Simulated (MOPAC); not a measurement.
MOPAC input (MNDO):

```
MNDO PRECISE GNORM=0.05 LET XYZ CHARGE=1 GEO-OK AUX(PRECISION=9) THREADS=1
BI2

I    -0.00000000 1   -0.00000000 1   -1.97439756 1
B     0.00000000 1    0.00000000 1    0.00000000 1
I     0.00000000 1    0.00000000 1    1.97439756 1
```

Output:

```
 *******************************************************************************
 **                                                                           **
 **                              MOPAC v23.2.5                                **
 **                                                                           **
 *******************************************************************************
 ** MOPAC's Digital Object Identifier: https://doi.org/10.5281/zenodo.6511958 **
 **                                                                           **
 ** Please cite the open-source release paper for use of this MOPAC version:  **
 ** J. E. Moussa and J. J. P. Stewart (2026)                                  **
 ** MOPAC: An open-source semiempirical molecular orbital program             **
 ** J. Open Source Softw., 11(119), 8025, https://doi.org/10.21105/joss.08025 **
 *******************************************************************************

                              MNDO CALCULATION RESULTS

 *******************************************************************************
 *  MNDO       - The MNDO Hamiltonian to be used
 *  GEO-OK     - OVERRIDE INTERATOMIC DISTANCE AND OTHER SAFETY CHECKS
 *
 *
 *
 *                 CHARGE ON SYSTEM = +1
 *
 *
 *
 *  LET        - OVERRIDE SOME SAFETY CHECKS
 *  PRECISE    - TIGHTER CRITERIA TO BE USED
 *  XYZ        - CARTESIAN COORDINATE SYSTEM TO BE USED
 *  GNORM      - EXIT WHEN GRADIENT NORM DROPS BELOW 0.050
 *  AUX        - OUTPUT AUXILIARY INFORMATION
 *******************************************************************************
MNDO PRECISE GNORM=0.05 LET XYZ CHARGE=1 GEO-OK AUX(PRECISION=9) THREADS=1
 BI2

   ATOM   CHEMICAL          X               Y               Z
  NUMBER   SYMBOL      (ANGSTROMS)     (ANGSTROMS)     (ANGSTROMS)

     1       I         -0.00000000  *  -0.00000000  *  -1.97439756  *
     2       B          0.00000000  *   0.00000000  *   0.00000000  *
     3       I          0.00000000  *   0.00000000  *   1.97439756  *

          CARTESIAN COORDINATES

    NO.       ATOM           X           Y           Z

     1         I         -0.0000     -0.0000     -1.9744
     2         B          0.0000      0.0000      0.0000
     3         I          0.0000      0.0000      1.9744

  B: (MNDO): M.J.S. DEWAR, M.L. MCKEE, J. AM. CHEM. SOC., 99, 5231, (1977)
  I: (MNDO): M.J.S.DEWAR, E.F. HEALY, J.J.P. STEWART, J.COMP.CHEM., 5,358,(1984)

           Empirical Formula: I2 B  =     3 atoms

      MOLECULAR POINT GROUP   :   D*h

      RHF CALCULATION, NO. OF DOUBLY OCCUPIED LEVELS = 8

          Geometry optimization using EF

          DIAGONAL MATRIX USED AS START HESSIAN

 CYCLE:     1  GRAD.:    31.546 HEAT:  243.4570
 CYCLE:     2  GRAD.:    58.182 HEAT:  245.0164
 CYCLE:     3  GRAD.:     4.623 HEAT:  242.4329
 CYCLE:     4  GRAD.:     0.606 HEAT:  242.4131
 CYCLE:     5  GRAD.:     0.009 HEAT:  242.4128

     GRADIENT =  0.00896 IS LESS THAN CUTOFF =  0.05000

 -------------------------------------------------------------------------------
 MNDO PRECISE GNORM=0.05 LET XYZ CHARGE=1 GEO-OK AUX(PRECISION=9) THREADS=1
 BI2

     GEOMETRY OPTIMISED USING EIGENVECTOR FOLLOWING (EF).
     SCF FIELD WAS ACHIEVED

                              MNDO CALCULATION
                                                       MOPAC v23.2.5 Linux

          FINAL HEAT OF FORMATION =        242.41281 KCAL/MOL =    1014.25518 KJ/MOL

          COSMO AREA              =        120.53 SQUARE ANGSTROMS
          COSMO VOLUME            =        108.41 CUBIC ANGSTROMS

          GRADIENT NORM           =          0.00896          =       0.00517 PER ATOM
          IONIZATION POTENTIAL    =         17.443141 EV
          HOMO LUMO ENERGIES (EV) =        -17.443 -8.377
          NO. OF FILLED LEVELS    =          8
          MOLECULAR WEIGHT        =        264.6190         POINT GROUP:  D*h

          MOLECULAR DIMENSIONS (Angstroms)

            Atom       Atom       Distance
            I     3    I     1     3.85812
            I     3    I     1     0.00000
            B     2    I     3     0.00000

          SCF CALCULATIONS        =          6

   ATOM   CHEMICAL          X               Y               Z
  NUMBER   SYMBOL      (ANGSTROMS)     (ANGSTROMS)     (ANGSTROMS)

     1       I         -0.00000000  *  -0.00000000  *  -1.92905984  *
     2       B          0.00000000  *   0.00000000  *   0.00000000  *
     3       I         -0.00000000  *   0.00000000  *   1.92905983  *

                             CARTESIAN COORDINATES

   1    I       -0.000000000    -0.000000000    -1.929059835
   2    B        0.000000000     0.000000000     0.000000004
   3    I       -0.000000000     0.000000000     1.929059834

           Empirical Formula: I2 B  =     3 atoms

      MOLECULAR POINT GROUP   :   D*h

                  EIGENVALUES
 -36.81881 -35.12798 -25.45372 -20.47323 -18.95146 -18.95146 -17.44314 -17.44314
  -8.37688  -7.01643  -7.01643  -4.80343

              NET ATOMIC CHARGES AND DIPOLE CONTRIBUTIONS

  ATOM NO.   TYPE          CHARGE      No. of ELECS.   s-Pop       p-Pop
    1          I           0.501866        6.4981     1.96670     4.53143
    2          B          -0.003732        3.0037     1.44194     1.56179
    3          I           0.501866        6.4981     1.96670     4.53143
 DIPOLE           X         Y         Z       TOTAL
 POINT-CHG.    -0.000     0.000     0.000     0.000
 HYBRID        -0.000    -0.000    -0.000     0.000
 SUM           -0.000    -0.000     0.000     0.000

          ATOMIC ORBITAL ELECTRON POPULATIONS

     Atom    s        px        py        pz
    1  I   1.96670   1.83650   1.83650   0.85843
    2  B   1.44194   0.32699   0.32699   0.90781
    3  I   1.96670   1.83650   1.83650   0.85843

 **********************
 *                    *
 * JOB ENDED NORMALLY *
 *                    *
 **********************

 == MOPAC DONE ==
```

The dipole moment of an ion depends on the origin.
